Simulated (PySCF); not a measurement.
CH₃BrSe. Atoms are numbered in the order given.

```xyz
6

Se     0.4993     0.9231     0.0000
Br    -0.1252    -1.3488     0.0000
C     -1.2947     1.7012     0.0000
H     -1.1321     2.7988     0.0000
H     -1.8464     1.4078    -0.9118
H     -1.8464     1.4078     0.9118
```

Geometry: PBE-D3(BJ)/def2-SVP.

These are PBE-D3(BJ)/def2-SVP run with PySCF values and carry that method's errors.

Frequencies are harmonic and unscaled.

Computed vibrational spectrum:
| mode | ν (cm⁻¹) | IR (km/mol) | moving atoms (share of kinetic energy) |
|---|---|---|---|
| 1 | 159 | 0.2 | H 98 % |
| 2 | 165 | 1.1 | C 48 %, H 25 %, Br 15 %, Se 12 % |
| 3 | 286 | 5.5 | Se 51 %, Br 49 % |
| 4 | 579 | 3.3 | C 70 %, H 15 %, Se 15 % |
| 5 | 864 | 10.5 | H 80 %, C 19 % |
| 6 | 882 | 6.3 | H 86 %, C 13 % |
| 7 | 1236 | 2.7 | H 86 %, C 14 % |
| 8 | 1363 | 9.2 | H 95 % |
| 9 | 1396 | 14.7 | H 95 % |
| 10 | 2978 | 5.0 | H 98 % |
| 11 | 3092 | 2.6 | H 91 %, C 9 % |
| 12 | 3116 | 0.4 | H 90 %, C 10 % |
